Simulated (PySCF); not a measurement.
These compounds are isomers of formula C6H10ClFSi.

A. SMILES CC1=C[SiH2][C@@H](F)[C@H](Cl)C1
B. SMILES C=C(F)C/C(Cl)=C\C[SiH3]
C. SMILES C=C(F)C/C(Cl)=C/C[SiH3]

Spectrum 1. 1H NMR (500 MHz, computed): δ 6.06 (t, 1H), 4.92 (m, 1H), 4.62 (m, 1H), 3.84 (t, 3H), 2.97 (m, 2H), 2.00 (m, 2H). 13C{1H} NMR (computed): δ 173.3 (C), 140.1 (C), 133.7 (CH), 99.4 (CH2), 48.3 (CH2), 15.3 (CH2).

Spectrum 2. 1H NMR (500 MHz, computed): δ 6.08 (t, 1H), 4.93 (m, 1H), 4.67 (m, 1H), 3.82 (t, 3H), 3.05 (m, 2H), 1.96 (m, 2H). 13C{1H} NMR (computed): δ 173.7 (C), 138.9 (C), 135.0 (CH), 98.9 (CH2), 42.3 (CH2), 13.6 (CH2).

Spectrum 3. 1H NMR (500 MHz, computed): δ 5.87 (m, 1H), 5.02 (m, 1H), 4.61 (m, 1H), 4.48 (m, 1H), 4.24 (m, 1H), 2.95 (m, 1H), 2.21 (m, 1H), 2.01 (s, 3H). 13C{1H} NMR (computed): δ 163.1 (C), 117.9 (CH), 86.0 (CH), 61.4 (CH), 37.8 (CH2), 33.4 (CH3).

No relativistic terms, one conformer, equivalent nuclei averaged, isolated molecule. σ from GIAO-PBE0/pcSseg-1; geometry from GFN2-xTB; PySCF 2.14.0 with density-fitted response routines.

References, each an isolated molecule treated in the same way: 1H, 13C vs TMS. Splittings of carbon signals by F and P are missing where no couplings were computed. Where no couplings were computed, multiplicities follow the n + 1 count of equivalent neighbours, and m marks all less simple cases (inequivalent or close neighbours, rings, F or P nearby). Shifts are as computed. Against solution values, carbons near 30 ppm lie about +3 ppm off and those near 130 ppm about +5 ppm; carbons on Cl a further +6 ppm. Of 1309 compounds with measured shifts, 239 miss one by over three times the rms of a fit or turn the order of signals round; such compounds aren't used in these exercises. Carbons bonded to Cl come out too deshielded.

Q: Match each spectrum to its structure.

A: 1–C, 2–B, 3–A.

- Spectrum 1 (C): 6 13C signals; δC 140.1 is a fully substituted alkene carbon; δC 133.7 is an alkene CH.
- Spectrum 2 (B): 6 13C signals; δC 138.9 is a fully substituted alkene carbon; δC 135.0 is an alkene CH.
- Spectrum 3 (A): 6 13C signals; δC 163.1 is a fully substituted alkene carbon; δC 117.9 is an alkene CH.
